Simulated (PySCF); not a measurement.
In(OH)(SH)2 (H3InOS2), SMILES [OH][In]([SH])[SH].

Geometry optimised at B3LYP-D3(BJ)/def2-SVP. The def2 effective core potentials stand for the cores of In; spin–orbit coupling is left out. The values are those of a single conformer.

Two levels are set side by side: PBE/def2-TZVP (PySCF) and B3LYP/def2-TZVP (PySCF). Same geometry, gas phase. Differences are taken from unrounded values.

| quantity | B3LYP |
|---|---|
| orbital gap (eV) | 5.03 |
| highest occupied level (eV) | -7.37 |
| lowest empty level (eV) | -2.34 |
| dipole moment (D) | 1.87 |
| mean polarisability (bohr³) | 81.9 |

Question: What does PBE give, and how far is it from B3LYP? (The exact figures need the calculation; the answer reports its results.)

Answer: 
| quantity | PBE | PBE minus B3LYP |
|---|---|---|
| orbital gap (eV) | 3.51 | -1.52 |
| highest occupied level (eV) | -6.39 | 0.97 |
| lowest empty level (eV) | -2.88 | -0.54 |
| dipole moment (D) | 1.78 | -0.09 |
| mean polarisability (bohr³) | 84.3 | 2.4 |

Without exact exchange PBE keeps part of each electron's self-repulsion, which lifts occupied levels and narrows the gap. Differences between two approximate levels are no errors against the true value.

Rough cost on one machine, each run with all the roots and properties that it gave: B3LYP against PBE within a factor of 2.
